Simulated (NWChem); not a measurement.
System: BNH$_{3}$Cl; SMILES NBCl

The following NWChem deck was run.

```
start job
memory heap 200 mb stack 900 mb global 1100 mb
geometry units angstroms noautoz
  B     -0.580015     0.513860     0.000000
  H     -1.761210     0.655510     0.000000
  Cl     0.085264    -1.144140     0.000000
  N      0.283103     1.602320     0.000000
  H     -0.055498     2.554496     0.000000
  H      1.291204     1.516827     0.000000
end
basis spherical
  B library def2-svp
  H library def2-svp
  Cl library def2-svp
  N library def2-svp
end
dft
  xc xwpbe 1.00 cpbe96 1.0 hfexch 1.00
  cam 0.2 cam_alpha 0.0 cam_beta 1.0
  iterations 150
  vectors input atomic output neutral.movecs
end
task dft energy
charge 1
dft
  odft
  mult 2
  vectors input atomic output cation.movecs
end
task dft energy
```

The geometry was optimised at B3LYP/6-31G* (spherical d).

Ions are spin-unrestricted doublets at the neutral geometry; other ion states weren't tried. Functional: LC-ωPBE (HJS hole) with def2-SVP; the question gives the range parameter ω in 1/bohr.

Problem. What results follow from this input? (LC-wPBE (HJS exchange hole, range parameter 0.2 per bohr)/def2-SVP, vertical spin-unrestricted ions.) Quantities: vertical ionisation energy, ΔSCF (eV); −ε(HOMO) (eV).

Solution. 
```yaml
vertical ionisation energy, ΔSCF (eV): 10.68
"−ε(HOMO) (eV)": 9.48
```
